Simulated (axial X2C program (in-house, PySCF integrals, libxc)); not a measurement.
**SnSe⁺: properties at the nuclei**

Computed with an in-house all-electron X2C program for linear molecules (integrals from PySCF): two-component X2C with atomic mean-field Coulomb and Gaunt terms, Gaussian nuclei, basis Sn dyall-cv3z, Se dyall-cv3z with contracted cores.

R = 2.493 Å (near the PBE0 minimum at charge 1 of the determinant lowest at the starting distance; the state shown can have its own minimum elsewhere).

Determinant lowest in the PBE0 search, Ω = 3/2 (⟨Sz⟩ = 0.50, ⟨Lz⟩ = 1.00 at PBE0), spin on the atoms Sn 0.00, Se 0.50:

```json
{"level": "PBE0", "Eeff magnitude (GV/cm)": "0.0399", "Ws magnitude Sn (kHz)": "0.0704", "Ws magnitude Se (kHz)": "0.0636", "A∥/gI Sn (MHz)": "118", "qzz Sn (a.u.)": "-6.79", "A∥/gI Se (MHz)": "337", "qzz Se (a.u.)": "-1.72"}
{"level": "HF", "Eeff magnitude (GV/cm)": "0.936", "Ws magnitude Sn (kHz)": "0.124", "Ws magnitude Se (kHz)": "0.163", "A∥/gI Sn (MHz)": "121", "qzz Sn (a.u.)": "-7.75", "A∥/gI Se (MHz)": "341", "qzz Se (a.u.)": "-1.19"}
{"level": "B3LYP", "Eeff magnitude (GV/cm)": "0.0168", "Ws magnitude Sn (kHz)": "0.0705", "Ws magnitude Se (kHz)": "0.0502", "A∥/gI Sn (MHz)": "115", "qzz Sn (a.u.)": "-6.63", "A∥/gI Se (MHz)": "361", "qzz Se (a.u.)": "-1.90"}
{"level": "PBE50", "Eeff magnitude (GV/cm)": "0.128", "Ws magnitude Sn (kHz)": "0.0663", "Ws magnitude Se (kHz)": "0.0825", "A∥/gI Sn (MHz)": "107", "qzz Sn (a.u.)": "-7.27", "A∥/gI Se (MHz)": "347", "qzz Se (a.u.)": "-1.40"}
{"level": "PBE", "Eeff magnitude (GV/cm)": "0.0298", "Ws magnitude Sn (kHz)": "0.07", "Ws magnitude Se (kHz)": "0.0472", "A∥/gI Sn (MHz)": "126", "qzz Sn (a.u.)": "-6.30", "A∥/gI Se (MHz)": "335", "qzz Se (a.u.)": "-2.06"}
```

Determinant 2.43 eV from it at PBE0 and this distance, Ω = 1/2 (⟨Sz⟩ = 1.48, ⟨Lz⟩ = -0.98 at PBE0), spin on the atoms Sn 0.50, Se 0.97:

| level | Eeff magnitude (GV/cm) | Ws magnitude Sn (kHz) | A∥/gI Sn (MHz) | qzz Sn (a.u.) | A∥/gI Se (MHz) | qzz Se (a.u.) |
| --- | --- | --- | --- | --- | --- | --- |
| PBE0 | 1.3 | 1.55 | -3060 | -0.43 | -1260 | -6.35 |
| HF | 2.63 | 3.45 | -2700 | -0.31 | -948 | -6.41 |
| B3LYP | 2.16 | 2.47 | -3100 | -0.31 | -927 | -6.05 |
| PBE50 | 1.57 | 1.92 | -2990 | -0.32 | -1150 | -6.34 |
| PBE | 1.38 | 1.62 | -3150 | -0.56 | -1300 | -6.29 |

Eeff is the effective electric field on the electron electric dipole moment in this Ω state and Ws the scalar–pseudoscalar constant of the nucleus named (defined with the proton number Z and per Ω); A∥ (defined per Ω) follows by multiplying with gI = μI/(I μN); qzz is the electric field gradient, eQq0 = 234.96 MHz × Q/barn × qzz. The operators were transformed with the bare-nucleus X2C matrices; with these basis sets, hyperfine constants and field gradients can be off by tens of per cent, and where levels differ in sign neither size nor sign is settled.

Task: With gI(119Sn) = -2.0946, gI(77Se) = 1.0701 (g factors from the IAEA table of nuclear moments by Stone), turn the PBE0 values of the first state into constants in MHz.

Result: A∥(119Sn) = 118 × -2.0946 = -247 MHz; A∥(77Se) = 337 × 1.0701 = 361 MHz.

Each state is one determinant with collinear spin, which with several unpaired electrons need not be a pure state. Unrestricted Hartree–Fock can overshoot spin polarisation at the nuclei. In the state Ω = 3/2 the sign of Eeff differs between levels (B3LYP, PBE against PBE0). With several open shells hyperfine constants can be off by a factor of several. Where Eeff spreads by more than a factor of two the levels disagree and none is to be relied on. The search compared states at one distance, so a state with another bond length can lie lower. The sign of Ws at Sn differs between levels in the first state. The sign of Ws at Se differs between levels in the second state. Further determinants of the search, some of them spin-mixed, are not shown. PBE0 term energies can be off by some tenths of an eV.
